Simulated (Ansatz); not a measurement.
Gas-phase electronic energies from Ansatz, PBE0-D4/def2-TZVP geometries. CBS: MP2 limit from def2 TZ/QZ plus the TZ coupled-cluster correction, frozen cores. DFT in def2-TZVPP. For Ge outer-core shells are correlated without core-valence functions, which leaves a few kJ/mol of doubt a bond. Scalar relativity is left out up to krypton. Each species was taken in one conformer, which may not be the lowest.

Reaction (substitution at a C–C bond): `Cc1cc[nH]c1` + `[OH][GeH2][SH]` → `C[S][GeH2][OH]` + `c1cc[nH]c1`

```tsv
level	ΔE (eV)
r2SCAN-D4	0.26
HF/def2-TZVPP	0.29
MP2/CBS(def2)	0.24
CCSD/CBS(def2)	0.25
```

(1) What does CCSD(T)/CBS give? (An estimate is asked.)

Largest T1 diagnostic among the species: 0.012.

## Answers

(1) Computed: +0.24 eV. The listed levels differ from it by 0.02, 0.05, 0.00, 0.01 eV.
